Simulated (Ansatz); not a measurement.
Cost and result for the atomization energy of C₂H₅GaOSe (10 atoms, 8 bonds).

| atom | x (Å) | y (Å) | z (Å) |
| --- | --- | --- | --- |
| C1 | 1.562 | 0.350 | -1.117 |
| Se2 | 0.482 | 1.835 | -0.497 |
| C3 | -0.766 | 0.810 | 0.463 |
| O4 | -0.735 | -0.396 | 0.549 |
| Ga5 | -2.499 | -1.416 | 1.862 |
| H6 | 2.366 | 0.776 | -1.714 |
| H7 | 0.947 | -0.313 | -1.720 |
| H8 | 1.963 | -0.184 | -0.259 |
| H9 | -1.547 | 1.414 | 0.954 |
| H10 | -1.773 | -2.876 | 1.477 |

Charge 0, multiplicity 1. Correlated methods include outer-core shells of Ga, Se, which these sets cover unevenly. Scalar relativity is left out up to krypton. The bonds changed during the relaxation, so this is another structure than the one it started from. The structure was optimised at the PBE0-D4/def2-TZVP level. It is one conformer, not always the lowest. Program: Ansatz. Hardware: A = 2 threads of an AMD EPYC 7R13 on a shared host; B = 2 threads of an AMD EPYC 7R13 on a shared host and a share of an NVIDIA H100 80 GB. Times are those of one run each, without the atoms' runs, and a repeat can differ threefold. Electronic energies, without spin–orbit coupling; frozen cores. CCSD(T)/CBS adds CCSD(T) − MP2 in def2-TZVPP to the MP2 limit, and its time is that of the two runs behind it. T1 = 0.015; the RHF reference is unstable towards UHF. With those shells the extrapolation isn't a true limit. B3LYP takes the VWN-RPA correlation (the form of Gaussian; ORCA's B3LYP/G).

CCSD(T)/CBS is a level of theory with its own doubt, some kJ/mol a heavy atom from the limit and from the frozen cores, so smaller differences don't rank the functionals.

| level | functions | wall time | atomization (kcal/mol) | difference from CCSD(T)/CBS | per bond |
| --- | --- | --- | --- | --- | --- |
| PBE-D4/def2-TZVPP (with forces) [A] | 259 | 6.5 s | 824.6 | 24.7 | 3.1 |
| PBE0-D4/def2-TZVPP [A] | 259 | 7.5 s | 800.7 | 0.8 | 0.1 |
| CCSD(T)/def2-TZVPP [B] | 259 | 9 s | 778.8 | -21.1 | -2.6 |
| r2SCAN-D4/def2-TZVPP (with forces) [A] | 259 | 9.5 s | 804.0 | 4.1 | 0.5 |
| MP2/def2-QZVPP [B] | 499 | 10 s | 804.7 | 4.8 | 0.6 |
| B3LYP-D4/def2-TZVPP (with forces) [A] | 259 | 12 s | 799.9 | 0.0 | 0.0 |
| B2PLYP/def2-TZVPP [A] | 259 | 14 s | 789.7 | -10.2 | -1.3 |
| ωB97X-V/def2-TZVPP [A] | 259 | 17 s | 799.2 | -0.7 | -0.1 |
| CCSD(T)/CBS(def2) | – | 19 s | 799.9 | 0.0 | 0.0 |
| ωB97M-V/def2-TZVPP (with forces) [A] | 259 | 25 s | 797.7 | -2.2 | -0.3 |

From PBE to PBE0 (25 % exact exchange), in def2-TZVPP and without D4, the atomization energy moves by −23.1 kcal/mol: exact exchange takes away binding that semilocal exchange gives to molecules. In def2-TZVPP, CCSD(T) changes the Hartree–Fock value by +230.8 kcal/mol (the triples alone add +16.6 kcal/mol) and MP2 by +244.4 kcal/mol; breaking electron pairs costs correlation energy, which Hartree–Fock lacks. The D4 term adds +9.4 kcal/mol with B3LYP and +4.9 kcal/mol with PBE0; it sums over pairs of atoms, weighted by their polarisabilities, and B3LYP, whose exchange is more repulsive, gets the larger term.
